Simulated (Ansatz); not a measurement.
B2(Br)4 (B2Br4). The state is a singlet with charge 0. Geometry PBE-D4/def2-SVP, basis def2-TZVP, Ansatz.

| run | HOMO (eV) | LUMO (eV) |
| --- | --- | --- |
| A | -8.12 | -2.36 |
| B | -6.86 | -3.16 |
| C | -8.33 | -2.25 |
| D | -10.25 | -0.38 |
| E | -11.04 | 1.23 |
| F | -7.18 | -2.98 |

Question: The runs used HF, PBE, PBE0, r2SCAN, r2SCAN0, ωB97M-V. Estimate which is which.

Answer: A PBE0 (25 % exact exchange); B PBE (0 % exact exchange); C r2SCAN0 (25 % exact exchange); D ωB97M-V (range-separated); E HF (100 % exact exchange); F r2SCAN (0 % exact exchange). Exact exchange lowers occupied and raises empty levels; among semilocal functionals meta-GGAs tend to open the gap a little, and such runs are hard to tell apart. The gap grows from 3.70 eV (PBE) to 12.27 eV (HF).
